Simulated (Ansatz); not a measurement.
Consider the formal exchange of groups at a Ge–S bond: `B[S][GeH3]` + `CC=[Se]` → `C[C]([GeH3])=[Se]` + `BS`.

Gas-phase electronic energies from Ansatz, PBE0-D4/def2-TZVP geometries. CCSD(T)/CBS adds triple-zeta CCSD(T) − MP2 to the extrapolated MP2 energy (def2 sets, frozen cores). This one scheme is used for every species. Functionals use def2-TZVPP. For Ge, Se outer-core shells are correlated without core-valence functions, which leaves a few kJ/mol of doubt a bond. Scalar relativity is left out up to krypton.

`B[S][GeH3]`:

Z-matrix (Å, degrees):
```
Ge
S 1 2.241
H 1 1.534 2 106.5
H 1 1.533 2 108.8 3 -119.6
H 1 1.533 2 108.8 3 119.5
B 2 1.769 1 100.9 3 179.8
H 6 1.193 2 116.5 1 180.0
H 6 1.195 2 121.9 1 -0.0
```

`CC=[Se]`:

```xyz
7

C     0.336   -0.595    0.061
C    -0.331    0.723    0.010
Se   -1.589    1.208   -1.108
H     0.202   -1.041    1.054
H     1.418   -0.468   -0.067
H    -0.043   -1.276   -0.700
H     0.008    1.448    0.750
```

`C[C]([GeH3])=[Se]`:

Z-matrix (Å, degrees):
```
C
C 1 1.487
H 1 1.090 2 112.2
H 1 1.097 2 110.0 3 -121.9
H 1 1.097 2 110.0 3 121.9
Ge 2 1.967 1 116.9 3 179.9
Se 2 1.761 1 123.0 3 -0.0
H 6 1.541 2 108.5 1 -58.8
H 6 1.529 2 109.9 1 179.8
H 6 1.541 2 108.5 1 58.4
```

`BS`:

Z-matrix (Å, degrees):
```
B
S 1 1.765
H 1 1.192 2 115.8
H 1 1.190 2 121.4 3 -180.0
H 2 1.344 1 99.2 3 180.0
```

CCSD(T)/CBS gives +12.0 kcal/mol.

(1) Another level gave +11.6 kcal/mol. Which?
A. HF/def2-TZVPP
B. BLYP/def2-TZVPP
C. BHLYP/def2-TZVPP
D. LDA (SPW92)/def2-TZVPP

Largest T1 diagnostic among the species: 0.016.

## Answers

(1) D. LDA (SPW92) 11.6, HF/def2-TZVPP 15.7, BLYP 13.5, BHLYP 14.5 kcal/mol.

In def2-TZVPP, CCSD(T) changes the Hartree–Fock value by −3.8 kcal/mol (the triples alone add −0.4 kcal/mol) and MP2 by −4.1 kcal/mol. At CCSD(T), def2-SVP lies −0.8 kcal/mol from the extrapolated value and def2-TZVPP −0.0 kcal/mol. Leaving LDA and LC-ωPBE aside and taking each functional with its dispersion term where it has one, the values, not all of them listed here, spread over 1.3 kcal/mol, from BLYP-D4 to r2SCAN0-D4. LDA lies −1.7 kcal/mol from PBE without D4.
